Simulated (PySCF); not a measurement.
A mixed set of molecules. Level of theory: TDDFT B3LYP/def2-SVPD, vertical, gas phase, core orbitals frozen in the response in PySCF. Geometries: GFN2-xTB; one conformer of each isolated species. Triplets are in the Tamm–Dancoff approximation.

Question: Rank by computed HOMO–LUMO gap, highest first.
A. `C(COC(F)(F)F)CF`
B. `C=C1COC[C@@]1(F)Cl`
C. `C[C@@H](F)O[C@H](F)C(F)F`
D. `CO[C@@H](CF)C(F)(F)F`
E. `CO[C@@H](F)CC(F)(F)F`

Answer: C (9.78 eV), A (9.55 eV), E (8.89 eV), D (8.35 eV), B (6.10 eV).

```json
{"SMILES": "C[C@@H](F)O[C@H](F)C(F)F", "gap (eV)": "9.78", "T1 (eV)": "8.56", "S1 (eV)": "8.78", "HOMO (eV)": "-9.44", "f (S1)": "0.036", "S1 mainly": "H→L (93%)"}
{"SMILES": "FCCCOC(F)(F)F", "gap (eV)": "9.55", "T1 (eV)": "8.47", "S1 (eV)": "8.62", "HOMO (eV)": "-9.32", "f (S1)": "0.001", "S1 mainly": "H→L (97%)"}
{"SMILES": "CO[C@@H](F)CC(F)(F)F", "gap (eV)": "8.89", "T1 (eV)": "7.74", "S1 (eV)": "7.90", "HOMO (eV)": "-8.59", "f (S1)": "0.014", "S1 mainly": "H→L (97%)"}
{"SMILES": "CO[C@@H](CF)C(F)(F)F", "gap (eV)": "8.35", "T1 (eV)": "7.22", "S1 (eV)": "7.39", "HOMO (eV)": "-8.01", "f (S1)": "0.010", "S1 mainly": "H→L (96%)"}
{"SMILES": "C=C1COC[C@@]1(F)Cl", "gap (eV)": "6.10", "T1 (eV)": "3.93", "S1 (eV)": "5.28", "HOMO (eV)": "-7.49", "f (S1)": "0.020", "S1 mainly": "H→L (81%)"}
```

H and L stand for HOMO and LUMO.

- `C[C@@H](F)O[C@H](F)C(F)F`: Löwdin shares by element: HOMO oxygen 39%, carbon 15% or more, fluorine 14% or more, hydrogen 10% or more (atoms not listed hold the other 22%); LUMO carbon 32% or more, hydrogen 12% or more, fluorine 9% or more (atoms not listed hold the other 47%).
- `FCCCOC(F)(F)F`: Löwdin shares by element: HOMO oxygen 33%, carbon 21% or more, fluorine 12% or more (atoms not listed hold the other 34%); LUMO carbon 41% or more, hydrogen 8% or more (atoms not listed hold the other 51%).
- `CO[C@@H](F)CC(F)(F)F`: Löwdin shares by element: HOMO oxygen 60%, carbon 18% or more, hydrogen 6% or more (atoms not listed hold the other 16%); LUMO carbon 35% or more, hydrogen 9% or more, oxygen 8% (atoms not listed hold the other 48%).
- `CO[C@@H](CF)C(F)(F)F`: Löwdin shares by element: HOMO oxygen 57%, carbon 24% or more (atoms not listed hold the other 19%); LUMO carbon 33% or more, fluorine 7% or more, hydrogen 7% or more (atoms not listed hold the other 53%).
- `C=C1COC[C@@]1(F)Cl`: Löwdin shares by element: HOMO carbon 31% or more, oxygen 26%, chlorine 14% (atoms not listed hold the other 30%); LUMO carbon 60% or more, chlorine 17% (atoms not listed hold the other 24%).

Without π bonds the low states are Rydberg-like; a valence basis with one diffuse set may place them up to an eV too high.
